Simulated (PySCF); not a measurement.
**Spinor energies of I⁺ (iodine, charge +1)**

Start: [Kr] 4d10 5s2 5p3 6s1; 5p3/2 filled at m_j = -1/2, +1/2, +3/2; 6s1/2 filled at m_j = +1/2. Calculated with PySCF 2.14 in x2c-TZVPall-2c with one added diffuse shell each of s, p, d, f type (9s10p6d3f, 90 functions): generalised Hartree-Fock with the X2C-1e Hamiltonian and a Gaussian nucleus; one run each with spin-orbit coupling (SO) switched off, then screened by Boettger's factors. This is a chosen level, not necessarily the ground level.

```tsv
spinor shell	electrons	ε, spin-free (eV)	ε, screened SO (eV)	weight of nominal j (screened SO)	rms radius, screened SO (bohr)
1s1/2	2	-33348.2	-33344.4	1.000	0.0311
2s1/2	2	-5264.0	-5262.8	1.000	0.127
2p1/2	2	-4719.0	-4926.7	1.000	0.109
2p3/2	4	-4719.0	-4625.3	1.000	0.115
3s1/2	2	-1116.3	-1115.9	1.000	0.334
3p1/2	2	-935.42	-975.60	1.000	0.327
3p3/2	4	-935.42	-917.08	1.000	0.338
3d3/2	4	-665.12	-672.12	1.000	0.311
3d5/2	6	-665.12	-660.06	1.000	0.314
4s1/2	2	-224.96	-224.81	1.000	0.787
4p1/2	2	-165.64	-173.53	0.999	0.827
4p3/2	4	-165.64	-161.93	0.999	0.855
4d3/2	4	-76.472	-77.535	0.982	0.986
4d5/2	6	-76.472	-75.591	0.988	0.994
5s1/2	2	-35.222	-35.183	1.000	2.03
5p3/2	3	-24.252	-24.261	0.569	2.39
6s1/2	1	-8.541	-8.522	1.000	4.81
```

```tsv
quantity	spin-free	screened SO
E (hartree)	-7110.96712	-7113.10631
M_J	2	2
⟨J²⟩	6.001	6.006
⟨L²⟩	0.000	0.132
⟨S²⟩	6.001	5.821
```

Each row is a mean over spinors that exchange with the open shell spreads, by up to 7.966 eV (5s1/2).

Rows whose weight is well below 1 are mixtures of j = l ± 1/2: exchange outweighs spin-orbit coupling there, and the label is only the starting occupation.

Breit and QED terms are absent; they matter most for the inner s and p1/2 levels.

Densities and radii are taken from the X2C orbitals without a picture-change correction, which distorts them close to the nucleus.

Without spin-orbit coupling the j labels of p, d and f shells carry no meaning; the spin-free column gives the mean over the occupied spinors of each nl shell.
